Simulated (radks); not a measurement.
Results of a calculation; reference values are marked as such.
All-electron atom: a nucleus of charge 48.5 with 47 electrons in [Kr] 4d10 5s1.

Code: a radial shooting solver on a logarithmic mesh with Libxc functionals. Model: Dirac Kohn-Sham, PBE, spin-unpolarised, spherical densities, point nucleus.

Energy parts (eV):
part                       energy
total                 -156138.440
kinetic                163901.069
electron-nucleus      -378261.187
Hartree                 62493.437
exchange-correlation    -4271.759

Orbitals (lengths in bohr, moments of r in powers of bohr; <r^-3> diverges for s and p1/2; r(max) is where P^2 peaks; r(90%) holds 90 % of the orbital's charge):
orbital  occ.  eigenvalue (eV)      <r>  <r^-3>   r(max)  r(90%)  small-component weight
1s1/2       2        -27132.52  0.03005       -  0.01944  0.0540                3.17e-02
2s1/2       2        -4055.425   0.1297       -   0.1100   0.201                6.66e-03
2p1/2       2        -3779.467   0.1098       -  0.08489   0.180                6.68e-03
2p3/2       4        -3577.957   0.1150    3883  0.08928   0.187                6.39e-03
3s1/2       2        -773.4696   0.3531       -   0.3198   0.520                1.90e-03
3p1/2       2        -662.5124   0.3443       -   0.3062   0.519                1.85e-03
3p3/2       4        -626.3185   0.3554   710.1   0.3163   0.534                1.77e-03
3d3/2       4        -430.0784   0.3274   110.4   0.2603   0.517                1.65e-03
3d5/2       6        -422.6933   0.3309   103.5   0.2632   0.522                1.63e-03
4s1/2       2        -125.7920   0.8636       -   0.7828    1.25                4.96e-04
4p1/2       2         -89.9100   0.9200       -   0.8142    1.36                4.36e-04
4p3/2       4         -83.6903   0.9506   121.9   0.8390    1.40                4.13e-04
4d3/2       4         -28.6535    1.205   12.10   0.9493    1.90                2.66e-04
4d5/2       6         -27.8671    1.222   11.19   0.9597    1.93                2.60e-04
5s1/2       1         -18.1402    2.481       -    2.133    3.64                6.52e-05

The highest occupied level is 5s1/2 at -18.140 eV. Summed over all electrons, <r^2> = 35.03 bohr^2, which gives a Langevin (diamagnetic) susceptibility term of -27.7 x 10^-6 cm^3/mol.
